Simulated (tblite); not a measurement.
Run record: tight-binding relaxation, `CC[C](C)(C)[GaH][CH3]`.

Computed with GFN2-xTB geometry optimisation, gas phase (tblite 0.8.0). Start geometry: from a force field or distance geometry. A driver script takes a list of jobs; this job's settings line and coordinates (Å) are shown.

Command:
```bash
OMP_NUM_THREADS=1 python probes_run.py task.json out
```

Input:
```
{"job": {"kind": "relax", "xc": "GFN2-xTB", "basis": "xTB"}, "charge": 0, "multiplicity": 1}
C     -1.276900     1.807700     0.600300
C     -1.122000     0.820900    -0.503200
C     -0.492900    -0.502800    -0.090300
C     -1.311700    -1.226500     0.946600
C     -0.318100    -1.307200    -1.355000
Ga     1.430600    -0.581900     0.496800
C      2.998200     0.709400     0.307800
H     -1.093800     2.829100     0.143800
H     -0.627200     1.654400     1.479500
H     -2.348300     1.858000     0.936400
H     -0.582500     1.177100    -1.384100
H     -2.165400     0.584600    -0.856500
H     -1.768600    -2.102500     0.411000
H     -0.668400    -1.678500     1.739100
H     -2.076100    -0.532600     1.328200
H      0.261900    -2.224100    -1.068800
H     -1.251200    -1.547100    -1.876200
H      0.307700    -0.692400    -2.069100
H      2.278200    -1.844700    -0.203000
H      2.614900     1.724500     0.534300
H      3.526800     0.715600    -0.644200
H      3.674500     0.378800     1.125700
```

Output:
```
step      E/eV     max force
  0    -587.88844    2.517
  1    -588.17094    1.525
  2    -588.31388    1.027
  3    -588.45262    0.844
  4    -588.56968    0.814
  5    -588.63591    0.725
  6    -588.67988    0.423
  7    -588.71202    0.348
  8    -588.73487    0.369
  9    -588.75368    0.423
... (223 lines left out)
233    -589.22405    0.016
234    -589.22410    0.014
235    -589.22413    0.012
236    -589.22416    0.010
237    -589.22419    0.013
238    -589.22423    0.017
239    -589.22425    0.015
240    -589.22428    0.021
241    -589.22430    0.017
242    -589.22432    0.009
```

«max force» is the largest atomic force in eV/Å.

**Question.** From which step on does the largest force stay under 0.1 eV/Å, and how much energy is left to gain from there?

**Answer.** From step 205 (0.012 eV/Å), 2.7 meV above the end.

In short: energy lowered by 30.8 kcal/mol over 242 steps; largest atomic force 0.009 eV/Å at the end.

Hardware: Arm Neoverse N1, one thread (shared host). Cost: 3.1 s wall.
Labels such as C1 count atoms from 1, the log's own numbers from 0.
